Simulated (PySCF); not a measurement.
## Mass spectrum arithmetic for `C=CC[C@H]1BCCCC1`

Species: `C=CC[C@H]1BCCCC1`.

Calculated for natural abundance.

Question: Molar mass and exact mass?

Answer: For C8H15B, with standard atomic weights, 8 × 12.011 + 1 × 10.810 + 15 × 1.008 = 122.018 g/mol. From the most abundant isotopes (12C, 11B, 1H), 8 × 12.000000 + 1 × 11.009305 + 15 × 1.007825 = 122.1267 u.

Question: What cluster does the molecular ion M+• show when like nominal masses merge?

Answer: 
```
nominal mass  m/z (centroid)  relative intensity
         121        121.1298                24.3
         122        122.1263               100.0
         123        123.1296                 8.7
         124        124.1330                 0.3
```

Lines under 0.1 % of the tallest are left out. One electron mass, 0.00055 u, is taken off. Abundances used (%; other tables differ somewhat): 12C 98.93, 13C 1.07; 10B 19.9, 11B 80.1; 1H 99.9885, 2H 0.0115.

Question: Resolve the fine structure: one atom at a time replaced by a minor isotope.

Answer: Intensity in % of the monoisotopic species:

```tsv
isotope	mass shift (u)	m/z	intensity (%)
10B	-0.99637	121.1298	24.84
13C	+1.00335	123.1295	8.65
2H	+1.00628	123.1324	0.17
```

Species under 0.02 % are left out.

Question: Give the mass fraction of each element.

Answer: C 78.75 %, B 8.86 %, H 12.39 %.

Question: What resolving power m/Δm just matches the spacing of the species with one 13C and with one 2H?

Answer: They lie 0.00292 u apart at mass 123.13, so m/Δm is about 42000.

Question: Which m/z would the protonated, sodiated and deprotonated molecule have?

Answer: [M+H]+ 123.1340, [M+Na]+ 145.1159, [M−H]− 121.1194, for the monoisotopic species (arithmetic only; whether such ions form is another matter).

Question: What share of all molecules is the monoisotopic species?

Answer: 0.9893^8 × 0.801 × 0.999885^15 = 73.37 %.
